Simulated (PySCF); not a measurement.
GeF2Me2, C2H6F2Ge.
Bonds: Ge1–F2, Ge1–F3, Ge1–C4, Ge1–C8. Hydrogens: H5, H6, H7 on C4; H9, H10, H11 on C8.

Computed, not measured: PBE0-D3(BJ)/def2-SVP geometry optimisation, gas phase (PySCF 2.14.0).

Give the optimised bond lengths and angles.

```tsv
bond	length (Å)
Ge1–F2, Ge1–F3	1.738
Ge1–C4, Ge1–C8	1.925
C4–H5 and 5 like bonds	1.099
```

Bonds in one row agree within 0.01 Å and their mean is given. A selection of angles:
```tsv
angle	degrees
F2–Ge1–F3	103.4
F2–Ge1–C4	108.0
C4–Ge1–C8	119.6
Ge1–C4–H5	109.9
H5–C4–H6	108.9
```

Ge1 (germanium bonded to 2 C and 2 F) is distorted tetrahedral (angles from 103.4° to 119.6°).

Point group: near C2v, missed by 0.20 Å at most; the miss may be what the optimiser left on a soft mode. Stationary, but not proved a minimum.

The run took 1.7 min wall on an Intel Xeon at 2.50 GHz with one thread, on a shared host, and the process peaked at 0.49 GiB of memory. These figures are those of the optimisation.
